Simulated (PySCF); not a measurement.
CuCl, SMILES [Cu][Cl], multiplicity 1.

Coordinates come from a PBE0-D3(BJ)/def2-TZVPD optimisation. The multiplicity is an assumed one; other spin states were not compared.

Method: TDDFT-PBE0/def2-TZVPD run with PySCF.

Vertical excitations; the highest root listed may be one member of a degenerate set. Gas-phase values at a fixed geometry. State labels are in the subgroup C2v.

Q: Estimate the UV-visible absorptions. (An estimate is asked for; the answer gives what the named calculation found.)

A: 
```csv
state,symmetry,energy (eV),λ (nm),f,main pairs
S1,B2,2.80,443,0.010,HOMO→LUMO (degenerate set)
S2,B1,2.80,443,0.010,HOMO−1→LUMO (degenerate set)
S3,A1,2.97,417,0.014,HOMO−2→LUMO 94 %
S4,A1,3.37,368,0.000,HOMO−3→LUMO (degenerate set)
S5,A2,3.37,368,0.000,HOMO−4→LUMO (degenerate set)
S6,B2,4.45,278,0.001,HOMO−5→LUMO (degenerate set)
S7,B1,4.45,278,0.001,HOMO−6→LUMO (degenerate set)
S8,A1,5.92,210,0.025,"HOMO−7→LUMO 63 %, HOMO→LUMO+1 16 %, HOMO−1→LUMO+2 16 %"
S9,A2,6.09,204,0.000,"HOMO→LUMO+2, HOMO−1→LUMO+1 (degenerate set)"
S10,A1,6.09,204,0.000,"HOMO−1→LUMO+2, HOMO→LUMO+1 (degenerate set)"
T1,A1,2.31,537,0,HOMO−2→LUMO 95 %
T2,B2,2.41,514,0,"HOMO→LUMO, HOMO−5→LUMO (degenerate set)"
T3,B1,2.41,514,0,"HOMO−1→LUMO, HOMO−6→LUMO (degenerate set)"
T4,A1,3.02,411,0,HOMO−3→LUMO 98 %
```
Triplets are in the Tamm–Dancoff approximation, which puts them higher than full response would, so one can lie above its singlet here.
